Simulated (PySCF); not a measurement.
**State search for LiSe**

Unrestricted PBE0; Li pcseg-1, Se pcseg-1; no relativity (PySCF 2.14). Outer shells of the fragments: Li 2s1; Se 3d10 4s2 4p4.

Followed along the bond (rough minima from three points):

```
2Ms+1   unpaired  ⟨S²⟩ at the start  R at minimum (Å)  Te (eV)
    2        π ↑               0.75              2.29     0.00
    2        σ ↑               0.75              2.21     0.75
    4  σ ↑, π ↑↑               3.75  none in the scan   ≤ 2.85
```

Solutions found at the starting distance of 2.400 Å, counted from the lowest of them; the search is not exhaustive and high or unbound solutions are not listed, so other states can lie among these:

| 2Ms+1 | unpaired | term | E (eV) | ⟨S²⟩ | ⟨Lz²⟩ | μ (D) |
| --- | --- | --- | --- | --- | --- | --- |
| 2 | π ↑ | ²Π | 0.00 | 0.75 | 1.01 | -7.19 |
| 2 | σ ↑ | ²Σ⁺ | 0.80 | 0.75 | 0.00 | -7.18 |
| 4 | σ ↑, π ↑↑ | ⁴Σ⁻ | 2.94 | 3.75 | 0.00 | 4.09 |
| 2 | σ ↓, π ↑↑ | mixed | 2.99 | 1.75 | 0.00 | 4.44 |
| 2 | σ ↑, π ↑↓ | mixed | 3.38 | 1.76 | 2.01 | 4.26 |
| 4 | σ ↑↑, π ↑ | ⁴Π | 3.53 | 3.75 | 1.01 | 4.03 |
| 4 | π ↑↑↑ | ⁴Π | 4.21 | 3.75 | 1.00 | 1.62 |
| 4 | σ ↑, π ↑↑ | mixed | 4.78 | 3.75 | 2.00 | 1.43 |
| 4 | σ ↑, π ↑↑ | mixed | 4.93 | 3.75 | 2.00 | 1.45 |

A term symbol is given only where ⟨S²⟩ and ⟨Lz²⟩ are close to those of a pure state; real π, δ and φ orbitals otherwise mix terms. A positive dipole means Li(−)Se(+).

Q: Compare the gap between the two lowest followed solutions at the starting distance with the gap between their minima.

A: At PBE0 the second solution (doublet, unpaired electrons σ ↑) lies +0.80 eV from the first (doublet, unpaired electrons π ↑) at 2.400 Å and +0.75 eV at the minima; the two curves relax by different amounts, since their minima lie near 2.21 and 2.29 Å.

Spin–orbit coupling is left out. Counting both spins, an empty level lies below a filled one in some of these solutions, because spin and occupation are held.
